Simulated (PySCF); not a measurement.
Some computed properties have been withheld. Give your best values.

Compound: C7H10.
InChI=1S/C7H10/c1-3-5-7-6-4-2/h3-5,7H,1-2,6H2/b7-5-

Conformer (atom-mapped SMILES and torsion angles): `[CH2:1]=[CH:2]/[CH:3]=[CH:4]\[CH2:5][CH:6]=[CH2:7]`: C1–C2–C3–C4 180°, C3–C4–C5–C6 -114°, C4–C5–C6–C7 -116°.

| property | level | value |
| --- | --- | --- |
| point group | PBE0-D3(BJ)/def2-SVP | ? |
| rotational constants A, B, C | PBE0-D3(BJ)/def2-SVP | ? |
| dipole moment | CAM-B3LYP/def2-SVPD | 0.16 D |
| HOMO energy | CAM-B3LYP/def2-SVPD | -7.81 eV |
| LUMO energy | CAM-B3LYP/def2-SVPD | 0.13 eV |
| lowest singlet excitation | TDDFT CAM-B3LYP/def2-SVPD | 5.58 eV (222 nm, f = 0.886) |
| lowest triplet excitation (Tamm–Dancoff) | TDA CAM-B3LYP/def2-SVPD | 3.10 eV |
| static isotropic polarisability | CAM-B3LYP/def2-SVPD | 95.3 au |
| vertical ionisation energy | ΔSCF CAM-B3LYP/def2-SVPD | 8.50 eV |
| electronic spatial extent ⟨r²⟩ about the centre of nuclear charge | CAM-B3LYP/def2-SVPD | 1209 bohr² |
| 13C chemical shifts (computed TMS as zero) by class | GIAO PBE0/pcSseg-1 | ? |
| 1H chemical shifts (computed TMS as zero) by class | GIAO PBE0/pcSseg-1 | 6.88 (1 H), 6.11 (1 H), 5.78 (1 H), 5.46 (1 H), 5.42 (1 H), 5.42 (1 H), 5.39 (1 H), 5.29 (1 H), 2.94 (2 H) ppm |
| largest of the computed one-bond spin–spin couplings (means over like bonds) | B3LYP/pcJ-1, spin–dipole term left out | ? |

Gas-phase values; electronic properties from PySCF, density fitting. Isolated species at its PBE0-D3(BJ)/def2-SVP geometry (one conformer only). NMR classes are plain means over equivalent atoms (diastereotopic ones count apart unless rotation or inversion swaps them), as if these changed places fast; in this geometry the members of some classes differ.

(1) What are the largest of the computed one-bond spin–spin couplings (means over like bonds)?

(2) The rotational constants A, B, C?

(3) Give the point group.

(4) The 13C chemical shifts (computed TMS as zero) by class?

Results:

(1) 13C–1H +170.5, 13C–1H +168.7, 13C–1H +165.4, 13C–1H +165.3, 13C–1H +164.0, 13C–1H +162.7, 13C–1H +160.8, 13C–1H +158.1 Hz.

(2) 9.255, 1.029, 0.982 GHz.

(3) C1.

(4) 146.0 (1 C), 139.2 (1 C), 139.1 (1 C), 137.5 (1 C), 125.4 (1 C), 123.6 (1 C), 37.6 (1 C) ppm.

In wavenumbers S1 is 45000 cm⁻¹ (1 eV = 8065.54 cm⁻¹). The vertical singlet–triplet gap S1 − T1 is 2.48 eV (TDDFT singlet less Tamm–Dancoff triplet; S1: HOMO→LUMO, weight 0.97; T1: HOMO→LUMO, weight 0.88). With B = h/(8π²I), that is 505.379 GHz u Å² over I, the principal moments of inertia are 54.6, 491.2 and 514.9 u Å² (most abundant isotopes).
